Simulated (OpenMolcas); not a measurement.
Levels of V²⁺ by method

- Program: OpenMolcas 26.06
- Basis: ANO-RCC-VTZP [6s5p3d2f1g]
- Scalar Hamiltonian: DKH2, point nucleus
- Active space: 9 electrons in 8 orbitals (RAS1 3p, at most 2 holes; RAS2 3d)
- State averaging: 2S+1 = 4 even, 10 roots; 2S+1 = 2 even, 40 roots
- Spin-orbit coupling: RASSI with atomic mean-field integrals over the reference wave functions, term energies averaged over their components

Methods on the same reference wave functions:
A. RASSCF
B. SS-RASPT2, IPEA 0.25 Eh, imaginary shift 0.1 Eh (closed shells correlated: 3s)
C. MS-RASPT2, IPEA 0.25 Eh, imaginary shift 0.1 Eh (closed shells correlated: 3s)

Energies in cm-1 above 3d3 4F 3/2, the measured ground level; measured values from Sugar and Corliss, J. Phys. Chem. Ref. Data 7, 1191 (1978).

```tsv
Level	A	B	C	Measured
3d3 4F 3/2	0.0	0.0	0.0	0.0
3d3 4F 5/2	164	164	164	146
3d3 4F 7/2	388	389	389	342
3d3 4F 9/2	671	671	671	584
3d3 4P 1/2	13980	12100	12100	11514
3d3 4P 3/2	14055	12170	12170	11592
3d3 4P 5/2	14247	12370	12370	11770
3d3 2G 7/2	15176	12220	12220	11966
3d3 2G 9/2	15420	12460	12460	12187
3d3 2P 1/2	17899	15720	15720	15580
3d3 2P 3/2	17993	15780	15780	15550
3d3 2D 3/2(1)	19398	16880	16870	16330
3d3 2D 5/2(1)	19603	17040	17020	16375
3d3 2H 9/2	21268	17210	17210	16811
3d3 2H 11/2	21458	17400	17400	16978
3d3 2F 7/2	33848	28500	28500	27728
3d3 2F 5/2	33952	28610	28610	27847
3d3 2D 5/2(2)	50066	43670	43690	42267
3d3 2D 3/2(2)	50208	43820	43820	42371
```

Deviations, from unrounded energies. A percentage is the sum of absolute deviations over the sum of measured energies, with the sign that they share, or ± where signs differ.

| Against measurement | Levels | A | B | C |
| --- | --- | --- | --- | --- |
| mean absolute deviation (cm-1) | 18 | 3400 | 510 | 510 |
| fine structure of the ground term (%) | 3 | +14.2 | +14.3 | +14.3 |
| other terms of the ground configuration (%) | 15 | +20.8 | +3.1 | +3.1 |

B, C lie about equally close to measurement and A furthest from it. The largest miss of C in the table is 3d3 2D 3/2(2), by +1400 cm-1. The ranking rests on the paired levels alone, and a cruder setting can come out closer through cancelling errors.

Between B and C the level of the table that moves most is 3d3 2D 5/2(1), by 16 cm-1 (lowest in C, highest in B). Moves below CASPT2's spread within the term are not significant.

The two smallest mean deviations differ by little beside CASPT2's spread within terms, so their order carries little weight.

From A to B the spin-free energies of the other terms of 3d3 shown, above 4F, scale by factors of 0.80 to 0.88, as is usual when dynamic correlation screens the repulsion within a d or f shell.

The lowest spin-free term lies below A's lowest term by 0.279 hartree in B, 0.279 hartree in C.

CASPT2 breaks the degeneracy within a term, and the mean is taken; among the terms shown or strongly mixed into the levels shown the widest spread is 1400 cm-1 (3d3 4F, C). Some levels mix across a computed gap that differs much from the measured one, so their mixing is not that of the real levels. Active for correlation alone: 3p; no level in the range computed is led by a configuration that opens it, so any true level of that kind is missing. Without dynamic correlation excited terms often stand tens of per cent too high (terms of higher spin than the ground term too low), and those without a measured partner can miss by more than the paired ones (holds for A). The CASPT2 spread within a term exceeds the gap to the next term for 3d3 4P and 3d3 2G, 3d3 2D(1) and 3d3 2H, so the order of their levels is uncertain (holds for C). Measured partners are found by configuration, term and J. A level has none where our copy of the source lacks it or the pairing is in doubt (some pairs that miss far off the trend of their configuration count as doubtful), and it then counts in no deviation. Only configurations of the active space appear.

A number in round brackets counts repeated terms of one configuration in the order of the reference energies.
